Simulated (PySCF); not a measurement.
## Electron correlation in Nb²⁺ (niobium, charge +2)

[Kr] 4d2 5p1, one real determinant (an excited configuration). Computed with PySCF 2.14 in ANO-RCC-VTZP, with the spin-free X2C one-electron Hamiltonian (Gaussian nucleus). Frozen: [Ar] 3d10; 11 electrons correlated.

MP2 pair energies summed by pair of shells (mhartree):

| pair | energy | share (%) |
| --- | --- | --- |
| 4p-4p | -113.13 | 44.4 |
| 4p-4d | -67.12 | 26.4 |
| 4s-4p | -35.02 | 13.8 |
| 4p-5p | -12.90 | 5.1 |
| 4s-4d | -9.00 | 3.5 |
| 4d-5p | -6.72 | 2.6 |
| 4s-4s | -6.09 | 2.4 |
| 4d-4d | -3.74 | 1.5 |
| 4s-5p | -0.82 | 0.3 |

Total MP2 correlation energy: -254.53 mhartree.

Same-spin part -72.80 and opposite-spin part -181.73 mhartree; SCS-MP2 scales them by 1/3 and 6/5 to -242.34 mhartree.

The reference is one real determinant that mixes LS terms of this configuration.
